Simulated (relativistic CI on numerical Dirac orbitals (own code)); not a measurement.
# One change at a time: Dy28+

Base calculation: Dirac-Coulomb-Breit CI, KLI orbitals optimised for each configuration, model QED, unscaled Slater integrals.

Configurations in the expansion (outside the closed core [Ar] 3d10): 4s2 4p6 4d2, 4s2 4p5 4d3, 4s2 4p6 4d 4f, 4s 4p6 4d3, 4s2 4p5 4d2 4f, 4s 4p6 4d2 4f, 4s2 4p6 4d 5s, 4s2 4p6 4f 5s, 4s2 4p6 4d 5p, 4s2 4p6 4d 5d, 4s2 4p5 4d2 5s, 4s2 4p6 4d 5f, 4s2 4p6 5s 5p, 4s2 4p6 4d 5g, 4s2 4p6 4d 6s, 4s 4p6 4d2 5s, 4s2 4p6 4d 6d, 4s2 4p6 4d 6g, 4s2 4p6 4f2, 4s2 4p5 4f3, 4s 4p6 4f3, 4p6 4d4, 4p5 4d5, 4p5 4d4 4f, 4s2 4p6 4f 5p, 4s2 4p5 4f2 5p, 4s 4p6 4f2 5p, 4s2 4p6 5s2, 4s2 4p5 4f 5s2, 4s 4p6 4f 5s2, 4s2 4p6 5p2, 4s2 4p5 4f 5p2, 4s 4p6 4f 5p2, 4p6 4d3 5s, 4p5 4d4 5s, 4p5 4d3 4f 5s, 4s 4p6 4d 5s2, 4s 4p5 4d 4f 5s2, 4p6 4d 4f 5s2. Double excitations out of closed p, d and f shells are left out; levels of such configurations are missing from the list, as are those of other unlisted configurations, and high levels can miss mixing partners. These lack a partner that the ground configuration has and come out too high: 4s2 4p5 4d2 5s, 4s 4p6 4d2 5s.

Variants: (1) Breit term removed; (2) non-relativistic limit. Shifts of the energy above 4s2 4p6 4d2 3F_2, in cm⁻¹, for the lowest level and the first level of each name with at least 55 % of one term (blank where a level changes its place among those of its configuration and J or its character, or is not in the variant):

```
            Level     Base   Δ(1)     Δ(2)
 4s2 4p6 4d2 3F_2        0      0        0
 4s2 4p6 4d2 3P_0    53839    -64   -19454
 4s2 4p6 4d2 3F_3    70078  +1936   -70078
 4s2 4p6 4d2 3P_1   105383  +1608   -70998
 4s2 4p6 4d2 1S_0   255268  +3120  -121247
4s2 4p5 4d3 5D°_0  1040270  +2719  -104673
4s2 4p5 4d3 3P°_0  1125744  +3766  -126325
4s2 4p5 4d3 3P°_1  1198601  +5912  -199182
4s2 4p5 4d3 3I°_7  1203839  +7509  -174959
4s2 4p5 4d3 3D°_1  1235661  +5790
```

At this charge energies of transitions that change n are usually good to better than 1 %, and those within a shell (Δn = 0) to a few per cent. Terms inside the open d or f shell come out 10 to 20 % too wide with unscaled integrals.

Ionisation energy from the two ground configurations alone: base 1014.85 eV; Breit term removed 1015.37 eV. The NIST ASD value (theoretical) is 1014 eV.

LS names give the leading component of a level, which can be under half, so a name can repeat, a term be missing and a line seem to break the LS rules.
